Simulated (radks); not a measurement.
Te3+, 49 electrons, occupied as [Kr] 4d9 5s0.5 5p3.5 (fractional occupations, a model configuration). Method: non-relativistic Kohn-Sham, LDA (Slater exchange, Perdew-Wang correlation), spin-unpolarised, spherical densities, point nucleus; relativity is left out, which matters for an element this heavy; computed with a radial shooting solver on a logarithmic mesh with Libxc functionals.

Unscreened Slater integrals over Kohn-Sham orbitals (hartree).

integral      value
F0(5p,5p)   0.41882
F2(5p,5p)   0.22811
F0(5p,5s)   0.44143
G1(5p,5s)   0.30143
F0(5p,4d)   0.51962
F2(5p,4d)   0.15141
G1(5p,4d)  0.046789
G3(5p,4d)  0.044534
F0(5p,4p)   0.52744
F2(5p,4p)   0.13422
G0(5p,4p)  0.027034
G2(5p,4p)  0.034965
F0(5s,5s)   0.46951
F0(5s,4d)   0.57274
G2(5s,4d)  0.065977
F0(5s,4p)   0.58277
G1(5s,4p)  0.042838
F0(4d,4d)   0.96271
F2(4d,4d)   0.48839
F4(4d,4d)   0.32447
F0(4d,4p)    1.0195
F2(4d,4p)   0.52076
G1(4d,4p)   0.66338
G3(4d,4p)   0.41193
F0(4p,4p)    1.0880
F2(4p,4p)   0.57159

Derived for the open shells (J is the average intra-shell exchange parameter used in DFT+U). 4d: Racah B = F2/49 - 5 F4/441 = 0.006288 hartree, C = 35 F4/441 = 0.02575 hartree, C/B = 4.10, F4/F2 = 0.664, J = (F2 + F4)/14 = 0.05806 hartree. 5p: J = F2/5 = 0.04562 hartree.
